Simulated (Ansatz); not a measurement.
Reaction (formal exchange of groups at the Si–N bond): `CC(C)N[SiH3]` + `C=C=CC` → `CC=C=C[SiH3]` + `CC(C)N`

Program: Ansatz. Geometries: PBE0-D4/def2-TZVP. ΔE: electronic, gas phase. CCSD(T)/CBS is the MP2 limit (def2-TZVPP, def2-QZVPP) plus CCSD(T) − MP2 in def2-TZVPP, frozen cores. DFT in def2-TZVPP. One conformer a species, not always the lowest.

| level | ΔE (kJ/mol) |
| --- | --- |
| BLYP-D4 | 30.7 |
| r2SCAN0-D4 | 29.6 |
| ωB97M-V | 31.8 |
| r2SCAN | 27.5 |
| LC-ωPBE | 29.2 |
| HF/def2-SVP | 29.4 |
| HF/def2-TZVPP | 32.3 |
| CCSD(T)/def2-TZVPP | 30.1 |

(1) What does CCSD(T)/CBS give? (An estimate is asked.)

(2) What do rigid-rotor, harmonic-oscillator terms from PBE0-D4/def2-TZVP frequencies (298.15 K, 1 bar) make of the CCSD(T)/CBS value? (Best estimate.)

Largest T1 diagnostic among the species: 0.012.

## Answers

(1) Computed: +30.5 kJ/mol. The listed levels differ from it by 0.2, -0.9, 1.3, -3.0, -1.3, -1.1, 1.8, -0.4 kJ/mol.

(2) Computed: ΔZPE = +2.0 kJ/mol, ΔH = +32.7 kJ/mol, ΔS = 3 J/(mol·K), ΔG = +31.8 kJ/mol.

Leaving LDA and LC-ωPBE aside and taking each functional with its dispersion term where it has one, the values, not all of them listed here, spread over 9.9 kJ/mol, from PBE-D4 to BHLYP-D4. LDA lies +7.4 kJ/mol from PBE without D4. From BLYP to BHLYP (50 % exact exchange), in def2-TZVPP and without D4, ΔE moves by +6.2 kJ/mol.

CCSD(T)/CBS has its own doubt, a few kJ/mol and more with outer-core shells, so smaller differences from it don't rank the levels.
